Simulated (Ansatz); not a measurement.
Reaction (atomization): `[CH2]1[GeH2][GeH2]1` → C• + 2 Ge• + 6 H•

Calculated with Ansatz (gas phase, PBE0-D4/def2-TZVP geometries, no zero-point term in ΔE). CBS: MP2 limit from def2 TZ/QZ plus the TZ coupled-cluster correction, frozen cores. This one scheme is used for every species, atoms too. Functionals use def2-TZVPP. Open shells (•) are unrestricted, without spin–orbit coupling. Spin–orbit coupling would lower the free atoms: a little for C; clearly for Ge. For Ge outer-core shells are correlated without core-valence functions, so the limit isn't a true one: a few kJ/mol of doubt a bond, and 10 to 20 or more in all where bonds break to atoms. Scalar relativity is left out up to krypton.

```json
{"level": "ωB97X-V", "ΔE (kJ/mol)": "2655.1"}
{"level": "PBE0", "ΔE (kJ/mol)": "2608.9"}
{"level": "LC-ωPBE", "ΔE (kJ/mol)": "2610.1"}
{"level": "HF/def2-TZVPP", "ΔE (kJ/mol)": "1896.0"}
```

Task: What does CCSD(T)/CBS give? (Estimate.)

Result: The calculation gave: +2657.2 kJ/mol. The listed levels differ from it by -2.1, -48.3, -47.1, -761.2 kJ/mol.

Largest T1 diagnostic among the species: 0.012.

From PBE to PBE0 (25 % exact exchange), in def2-TZVPP and without D4, ΔE moves by −15.0 kJ/mol: exact exchange takes away binding that semilocal exchange gives to molecules. Leaving LDA and LC-ωPBE aside and taking each functional with its dispersion term where it has one, the values, not all of them listed here, spread over 102.6 kJ/mol, from BHLYP-D4 to B97M-V. LDA lies +377.9 kJ/mol from PBE without D4, its usual overbinding. In def2-TZVPP, CCSD(T) changes the Hartree–Fock value by +711.0 kJ/mol (the triples alone add +37.5 kJ/mol) and MP2 by +696.5 kJ/mol; breaking electron pairs costs correlation energy, which Hartree–Fock lacks.

For atomizations the MP2-based limit and the directly extrapolated one differ by several kJ/mol either way, and by 10 to 25 for some Ge, Se and Sn compounds, so smaller differences from it don't rank the levels.
